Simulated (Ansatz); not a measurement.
C9H7N (`c1ccc2cnccc2c1`), relaxed with RKS PBE0-D4/def2-TZVP in the Gaussian-basis code of Ansatz from a PBE-D4/def2-SVP geometry. The force threshold is 0.005 eV/Å; the program also tests the step.

Charge 0, multiplicity 1.

Start:

```xyz
17

C     1.058    2.082   -0.174
C     2.050    1.171    0.284
C     1.731   -0.163    0.489
C     0.409   -0.632    0.244
C     0.019   -1.993    0.436
N    -1.199   -2.458    0.218
C    -2.144   -1.580   -0.220
C    -1.900   -0.233   -0.448
C    -0.595    0.288   -0.218
C    -0.238    1.654   -0.420
H     1.326    3.138   -0.331
H     3.072    1.532    0.474
H     2.492   -0.877    0.843
H     0.778   -2.717    0.792
H    -3.150   -2.002   -0.392
H    -2.703    0.433   -0.802
H    -1.006    2.359   -0.774
```

Question: By how much does the energy fall, and how many steps does the optimiser take? (An estimate is asked.)

Answer: Ansatz gave: 2.67 kcal/mol, in 4 steps.

Question: Which bonds change most? (Estimate.)

Answer: Computed: C4–C9 from 1.439 to 1.416 Å; C7–C8 from 1.387 to 1.367 Å; C2–C3 from 1.387 to 1.367 Å; C1–C10 from 1.387 to 1.368 Å.

Question: Give the relaxed structure. (An estimate is asked.)

Answer: Ansatz gave: 
```xyz
17

C     1.044    2.057   -0.172
C     2.027    1.154    0.281
C     1.711   -0.161    0.483
C     0.402   -0.621    0.240
C     0.019   -1.968    0.431
N    -1.182   -2.431    0.216
C    -2.119   -1.558   -0.218
C    -1.879   -0.232   -0.442
C    -0.588    0.285   -0.216
C    -0.234    1.636   -0.416
H     1.309    3.097   -0.327
H     3.033    1.509    0.468
H     2.460   -0.864    0.832
H     0.766   -2.680    0.781
H    -3.107   -1.976   -0.387
H    -2.672    0.420   -0.791
H    -0.989    2.333   -0.764
```
